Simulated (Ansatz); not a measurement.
thiourea (CH4N2S), singlet, at a GFN2-xTB geometry, with bond 5-1 at 1.8 times its length; B3LYP/3-21G in Ansatz (a first-principles code).

Ansatz was given this input:
Ansatz 0.2 input:
```yaml
crystal:
  periodic: [false, false, false]
  atoms:
    - {symbol: N, position_ang: [0.84063889, -1.21868002, -0.43521389]}
    - {symbol: C, position_ang: [-0.07340802, -0.30783895, -0.02671367]}
    - {symbol: N, position_ang: [-1.31379611, -0.76552040, 0.26302879]}
    - {symbol: S, position_ang: [0.30715846, 1.28807913, 0.11177703]}
    - {symbol: H, position_ang: [0.54275135, -2.99413506, -0.22767958]}
    - {symbol: H, position_ang: [1.79486212, -0.90665769, -0.49376199]}
    - {symbol: H, position_ang: [-1.60346404, -1.68788922, -0.01790421]}
    - {symbol: H, position_ang: [-2.02853056, -0.07323863, 0.40872847]}
basis:
  gaussian:
    orbitals: 3-21G.json
hamiltonian:
  xc: b3lyp
scf: {lower_state_search: off}
magnetization: {spin_polarized: true}
```
The basis file holds 3-21G in the JSON format of the Basis Set Exchange.

Problem. Write the output that Ansatz gives for this input, abridged.

Solution. 
```
Functional definition: B3LYP
these checks for a lower state are left out or cut short: stability, starts, cluster_reference, orbital_swaps, neighbouring_geometries, increment
607 factors; integrals over basis functions are off by at most 9.7e-4 eV
mean field evaluation 1: about -14832.0500 eV, gradient 3.5e1 eV
mean field evaluation 2: about -14824.2143 eV, gradient 4.7e1 eV
mean field evaluation 4: about -14838.1087 eV, gradient 5.8e0 eV
mean field evaluation 8: about -14838.4142 eV, gradient 2.5e-1 eV
mean field evaluation 16: about -14838.4146 eV, gradient 2.8e-5 eV
mean field -14838.41459866 eV, -545.3016786621 hartree, gradient 1.6e-6 eV, S^2 0.000000; 0 other end points of the search recorded, 0 dependent functions left out
reference -14838.41477910 eV, -545.3016852931 hartree; 20, 20 occupied and 28, 28 virtual orbitals, 607 factors
Total energy: -14838.41477910 eV, -545.3016852931 hartree
Checks for a lower state left out: stability, starts, cluster_reference, orbital_swaps, neighbouring_geometries, increment
```
